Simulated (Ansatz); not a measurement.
Relaxation of BH2OSb (5 atoms, charge 0, multiplicity 1), to a largest force component of 0.02 eV/Å in at most 50 steps.

Method: RKS PBE0-D4/def2-SVP in Ansatz 0.2.0.

```xyz
5
Properties=species:S:1:pos:R:3:forces:R:3
B -0.661 -0.911 0.294 0.79 -0.48 -1.25
O -0.581 -0.082 1.150 0.33 1.97 1.76
Sb 1.568 0.935 0.063 -1.05 -0.26 -0.09
H -0.794 -1.732 -0.488 -0.38 -1.01 -0.77
H 0.468 1.789 -1.018 0.30 -0.23 0.34
```

Task: Where does it end, and by what steps?

Result: The run converged. After 9 steps the energy has fallen by 0.960 eV; B1 moved furthest, 0.40 Å. Joined: B1–Sb3, O2–Sb3.

```tsv
step	energy less start (eV)	largest force component (eV/Å)	accepted
0	0.0000	1.974	yes
1	-0.3563	1.771	yes
2	-0.6462	1.298	yes
3	-0.8108	0.873	yes
4	-0.8655	1.272	yes
5	-0.8935	0.994	yes
6	-0.9333	0.419	yes
7	-0.9563	0.245	yes
8	-0.9590	0.101	yes
9	-0.9598	0.018	yes
```

```xyz
5
Properties=species:S:1:pos:R:3
B -0.334 -0.782 0.095
O -0.537 0.029 1.078
Sb 1.309 0.728 0.124
H -0.868 -1.753 -0.375
H 0.430 1.778 -0.923
```

Whether the end is a true minimum wasn't checked by a vibrational analysis.

Run time: 22 s on 1 CPU thread of a shared host.
